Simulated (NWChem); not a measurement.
System: C$_{2}$H$_{4}$O$_{3}$Si; SMILES C=C1O[SiH](O)O1

The following NWChem deck was run.

```
start job
memory heap 200 mb stack 900 mb global 1100 mb
geometry units angstroms noautoz
  C      0.311678     2.502081     0.000000
  C      0.046436     1.189115     0.000000
  O     -0.124779     0.355740     1.101910
  Si    -0.439030    -0.926150     0.000000
  O      0.585622    -2.216503     0.000000
  O     -0.124779     0.355740    -1.101910
  H      0.417386     3.032988     0.953011
  H      0.417386     3.032988    -0.953011
  H     -1.801302    -1.508894     0.000000
  H      1.540794    -2.021593     0.000000
end
basis spherical
  * library 6-31g*
end
dft
  xc b3lyp
  iterations 150
  mulliken
end
task dft energy
```

All runs use the structure optimised with PBE-D3(BJ)/def2-SVP.

Q: Predict the main results of this run. (B3LYP/6-31G* (spherical d).) Quantities: energy (Ha); highest occupied level (eV); orbital gap (eV); dipole (D).

A: 
```json
{
 "energy (Ha)": "-593.84",
 "highest occupied level (eV)": "-6.10",
 "orbital gap (eV)": "6.39",
 "dipole (D)": "1.49"
}
```
